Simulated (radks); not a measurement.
Coulomb parameter of the 4d shell of the silver ion Ag+ in the model configuration [Kr] 4d8.5 5s1.5, as a second difference U = [E(n + 0.5) + E(n - 0.5) - 2 E(n)] / (0.5)^2 with all orbitals relaxed. "Bare": the charge of the atom changes with n. "Screened": the 5s shell takes up the change at fixed total charge, which measures U(4d,4d) + U(5s,5s) - 2 U(4d,5s). All-electron calculation, scalar-relativistic Kohn-Sham, r2SCAN, spin-unpolarised, spherical densities, finite nucleus; meta-GGA in the generalised Kohn-Sham scheme; Fermi nuclear charge, rms radius 4.5454 fm. Program: a radial shooting solver on a logarithmic mesh with Libxc functionals.

case,configuration,E - E(n) (eV)
start,[Kr] 4d8.5 5s1.5,0.000
bare +0.5,[Kr] 4d9 5s1.5,-9.165
bare -0.5,[Kr] 4d8 5s1.5,12.455
screened +0.5,[Kr] 4d9 5s1,-3.753
screened -0.5,[Kr] 4d8 5s2,4.276

U(bare) = 13.160 eV, U(screened by 5s) = 2.092 eV, against the Slater integral F0(4d,4d) = 18.971 eV with frozen orbitals.
